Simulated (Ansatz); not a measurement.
A nudged elastic band was laid between two geometries of Cl5HW + ClH (9 atoms, charge 0, multiplicity 1).

Method: Ansatz 0.2.0, RHF/def2-SVP.

* movable images: 5
* climbing image: yes
* spring: 5.0 eV/Å²
* optimiser: quadratic models (default)
* start path: through a guess of the saddle point
* force threshold: 0.05 eV/Å
* iteration limit: 60
* end points: relaxed

First end point:

```xyz
9
Properties=species:S:1:pos:R:3
W -0.293 -0.299 -0.421
H 0.030 0.560 0.928
Cl 1.747 -0.919 0.410
Cl -1.076 1.838 -0.860
Cl -2.151 -0.443 0.994
Cl -0.843 -2.508 -0.850
Cl 0.627 -0.102 -2.539
Cl 1.713 2.602 2.386
H 2.728 1.855 2.556
```

Last end point:

```xyz
9
Properties=species:S:1:pos:R:3
W -0.120 -1.054 -0.650
H 1.649 0.215 2.996
Cl 2.143 -0.906 -0.406
Cl -0.505 4.062 -0.701
Cl -1.881 -0.161 0.490
Cl -0.394 -3.241 -0.064
Cl -0.356 0.028 -2.643
Cl 0.935 3.115 0.355
H 1.010 0.526 3.227
```

Q: What changes between the two ends?

A: Bonds broken: W1–H2, W1–Cl4, Cl8–H9. Bonds formed: H2–H9, Cl4–Cl8. Cl5HW + ClH becomes Cl2 + Cl4W + H2.

Q: Give the energies along the band, and the barrier.

A: The forces met the threshold. The highest image is number 3 of 0 to 6, 3.39 eV above the first end and 2.36 eV above the last; the last end lies 1.03 eV above the first. A structure lower than the first end lies on the path between it and the top, so the climb from that side starts below the end, which may itself be a saddle point or a shallow side well. A structure lower than the last end lies on the path between it and the top, so the climb from that side starts below the end, which may itself be a saddle point or a shallow side well. Neighbouring images differ by up to 3.4 eV, so the band resolves the path poorly. A vibrational analysis at the climbing image gives one clearly imaginary mode, 906i cm⁻¹: a first-order saddle point. The orbitals stay closed-shell, which can raise the energy where a bond breaks towards radicals; this wasn't checked here.

| image | path coordinate (Å) | energy (eV) | W1–H2 (Å) | W1–Cl4 (Å) | Cl8–H9 (Å) |
| --- | --- | --- | --- | --- | --- |
| 0 | 0.00 | 0.00 | 1.63 | 2.32 | 1.27 |
| 1 | 2.46 | -0.01 | 1.63 | 2.32 | 1.27 |
| 2 | 4.91 | 0.01 | 1.63 | 2.31 | 1.27 |
| 3 | 7.37 | 3.39 | 2.04 | 2.21 | 1.99 |
| 4 | 9.27 | 1.13 | 3.21 | 3.83 | 2.85 |
| 5 | 11.17 | 1.03 | 4.49 | 4.42 | 3.46 |
| 6 | 13.07 | 1.03 | 4.25 | 5.13 | 3.87 |

Q: What is the geometry of the highest image?

A: 
```xyz
9
Properties=species:S:1:pos:R:3:forces:R:3
W 0.106 -0.058 -0.340 0.00 0.03 0.00
H 0.401 -0.048 1.677 0.00 0.02 0.00
Cl 2.359 -0.364 -0.228 0.02 0.01 -0.01
Cl 0.416 2.122 -0.516 0.02 -0.01 0.00
Cl -2.007 0.342 0.425 0.01 -0.01 0.01
Cl -0.178 -2.287 0.240 -0.01 -0.02 0.00
Cl -0.274 -0.496 -2.525 0.00 0.00 0.01
Cl 1.064 2.643 2.074 -0.01 0.01 -0.01
H 0.593 0.730 1.797 -0.01 -0.04 0.00
```

Run time: 11 min on 4 threads of Arm Neoverse V1, on a shared host, peak memory 0.65 GiB.
